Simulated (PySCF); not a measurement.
**Vibration and rotation of BiTe⁺**

RHF-CCSD(T) constants of BiTe⁺, ¹Σ⁺ (singlet), closed shell (basis Bi cc-pVDZ-PP with ECP60, Te cc-pVDZ-PP with ECP28; scalar-relativistic core potentials; PySCF 2.14; masses 208.9804 and 129.9062 u):

```
ωe              : 223.9 cm⁻¹
ωexe            : 0.488 cm⁻¹
Be              : 0.030845 cm⁻¹
αe              : 7.06e-05 cm⁻¹
D (centrifugal) : 2.34e-09 cm⁻¹
```

Give the vibrational terms G(v) and spacings up to v = 6.

G(v) = ωe(v+½) − ωexe(v+½)².

```json
{"v": "0", "G(v) (cm⁻¹)": "111.8", "G(v) − G(v−1)": "", "Bv (cm⁻¹)": "0.03081"}
{"v": "1", "G(v) (cm⁻¹)": "334.8", "G(v) − G(v−1)": "222.9", "Bv (cm⁻¹)": "0.03074"}
{"v": "2", "G(v) (cm⁻¹)": "556.7", "G(v) − G(v−1)": "221.9", "Bv (cm⁻¹)": "0.03067"}
{"v": "3", "G(v) (cm⁻¹)": "777.7", "G(v) − G(v−1)": "221.0", "Bv (cm⁻¹)": "0.03060"}
{"v": "4", "G(v) (cm⁻¹)": "997.7", "G(v) − G(v−1)": "220.0", "Bv (cm⁻¹)": "0.03053"}
{"v": "5", "G(v) (cm⁻¹)": "1216.7", "G(v) − G(v−1)": "219.0", "Bv (cm⁻¹)": "0.03046"}
{"v": "6", "G(v) (cm⁻¹)": "1434.7", "G(v) − G(v−1)": "218.0", "Bv (cm⁻¹)": "0.03039"}
```

Correlated steps freeze 8 core orbitals. Spin–orbit coupling is left out, which matters for elements this heavy, above all for dissociation energies. The CCSD T1 diagnostic is raised, a sign that a single reference may not be enough here.
